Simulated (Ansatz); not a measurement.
The cluster Al₄Ga₄, relaxed as a singlet with RKS PBE0-D4/def2-SVP in Ansatz, starting from the GFN1-xTB geometry. Force threshold 0.02 eV/Å.

The restricted singlet is unstable towards broken spin symmetry at other levels; at PBE0-D4/def2-SVP this wasn't settled. The structure comes from a short search, and lower isomers may exist.

Start:

```tsv
atom	x (Å)	y (Å)	z (Å)
Al1	-1.2865	-1.8780	1.0320
Al2	-0.7911	1.8020	0.6929
Al3	-2.4008	0.0373	-0.3582
Al4	0.5264	-0.1225	1.8079
Ga5	2.5420	0.1946	-0.2501
Ga6	0.8142	1.6513	-1.4824
Ga7	1.8448	-2.2361	1.2230
Ga8	-1.2489	0.5514	-2.6651
```

Problem. Estimate the energy that the relaxation releases and the steps that it takes.

Solution. 42.5 kcal/mol, in 28 steps; 3.8 min on 4 threads of Arm Neoverse V2 on a shared host. The force fell under the threshold at step 27, but the optimiser went on. No frequencies were taken in this run, so the end may be a saddle point.

Problem. Does the start keep its bonding?

Solution. Bonds lost: Al4–Ga7 (atoms count from 1). Bonds formed: Al1–Ga7, Al1–Ga8, Al3–Al4, Al4–Ga6 (atoms count from 1).

Problem. Predict the relaxed structure.

Solution. 
```tsv
atom	x (Å)	y (Å)	z (Å)
Al1	-0.633	-1.716	0.694
Al2	-1.264	2.583	0.285
Al3	-2.127	0.221	-0.029
Al4	0.102	0.616	1.592
Ga5	1.924	-0.201	-0.013
Ga6	0.669	1.708	-1.044
Ga7	1.713	-2.687	0.343
Ga8	-0.382	-0.524	-1.827
```
Bond lengths (bridged metal pairs left out): 6 × Al–Ga 2.50 to 2.91 Å; 5 × Al–Al 2.53 to 2.78 Å; 3 × Ga–Ga 2.51 to 2.59 Å.
